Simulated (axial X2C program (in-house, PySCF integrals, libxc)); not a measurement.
## Bond lengths and stretching modes, held linear, of SSeS²⁺

Computed with an axial X2C code built on PySCF integrals: two-component X2C with atomic mean-field Coulomb and Gaunt terms, Gaussian nuclei, basis S dyall-av3z, Se dyall-v3z with contracted cores. Spin-free rows use the one-electron spin-free X2C Hamiltonian.

Masses S 31.972, Se 79.917, S 31.972 u. States: 2c Ω = 0 (all partner blocks equally filled); spin-free M_S = 0, Λ = 0 (closed shell).

B3LYP, spin-free: energies above the lowest point

```json
{"r(S–Se) (Å)": "1.9012", "r(Se–S) (Å)": "1.9012", "E (meV)": "176.18"}
{"r(S–Se) (Å)": "1.9012", "r(Se–S) (Å)": "1.9500", "E (meV)": "94.38"}
{"r(S–Se) (Å)": "1.9012", "r(Se–S) (Å)": "1.9987", "E (meV)": "85.96"}
{"r(S–Se) (Å)": "1.9500", "r(Se–S) (Å)": "1.9012", "E (meV)": "94.38"}
{"r(S–Se) (Å)": "1.9500", "r(Se–S) (Å)": "1.9500", "E (meV)": "13.33"}
{"r(S–Se) (Å)": "1.9500", "r(Se–S) (Å)": "1.9987", "E (meV)": "5.97"}
{"r(S–Se) (Å)": "1.9500", "r(Se–S) (Å)": "2.0475", "E (meV)": "54.15"}
{"r(S–Se) (Å)": "1.9987", "r(Se–S) (Å)": "1.9012", "E (meV)": "85.96"}
{"r(S–Se) (Å)": "1.9987", "r(Se–S) (Å)": "1.9500", "E (meV)": "5.97"}
{"r(S–Se) (Å)": "1.9987", "r(Se–S) (Å)": "1.9987", "E (meV)": "0.00"}
{"r(S–Se) (Å)": "2.0475", "r(Se–S) (Å)": "1.9500", "E (meV)": "54.15"}
{"r(S–Se) (Å)": "2.0475", "r(Se–S) (Å)": "2.0475", "E (meV)": "101.85"}
```

Q: Fit a quadratic surface with cubic terms in each bond: where is the minimum, and what are the two stretching wavenumbers?

A: At B3LYP, spin-free: bonds 1.979 and 1.979 Å; harmonic stretches 480.6 and 630.6 cm⁻¹; force constants 4.26, 4.26 and coupling 0.10 mdyn/Å.

The other levels and Hamiltonians give:

```tsv
Hamiltonian	level	r(S–Se) (Å)	r(Se–S) (Å)	lower stretch (cm⁻¹)	upper stretch (cm⁻¹)
2c	PBE0	1.955	1.955	513.3	676.3
2c	B3LYP	1.979	1.979	479.1	629.2
spin-free	PBE0	1.954	1.954	514.5	677.3
```

Each state is one determinant, the lowest of a limited PBE0 search; the stretches come from a fit to these few points and carry an uncertainty of a few per cent. Other orders of the atoms were not compared. Left out for rough or failed fits: HF 2c, MP2 2c, HF spin-free, MP2 spin-free. A multiply charged ion may be only metastable. The molecule was held linear; bending was not examined, so a bent shape may lie lower.
